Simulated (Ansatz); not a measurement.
Program: Ansatz 0.2.0.

A structure relaxed at PBE0-D4/def2-TZVP, charge 0, multiplicity 1:

```xyz
10

N     1.2057    0.5800    1.0259
C     0.0468   -0.0721    1.0190
S    -0.7453   -0.6464    2.3402
Si   -0.8198   -0.4019   -0.6107
O     0.1813    0.2725   -1.7467
H     1.6797    0.7622    1.8985
H     1.6164    0.8954    0.1611
H    -0.9617   -1.8639   -0.8093
H    -2.1518    0.2481   -0.6035
H    -0.0514    0.2261   -2.6745
```

Give its formula and SMILES.

CH5NOSSi, `NC(=S)[SiH2]O`.

Point group (tolerance 0.08 Å, 0.16 Å for H)?

Cs.

Summarise the bond lengths by kind.

1 × C–N 1.330 Å; 2 × H–N 1.008 to 1.010 Å; 1 × C–S 1.644 Å; 1 × C–Si 1.875 Å; 1 × O–Si 1.658 Å; 2 × H–Si 1.482 Å; 1 × H–O 0.958 Å.
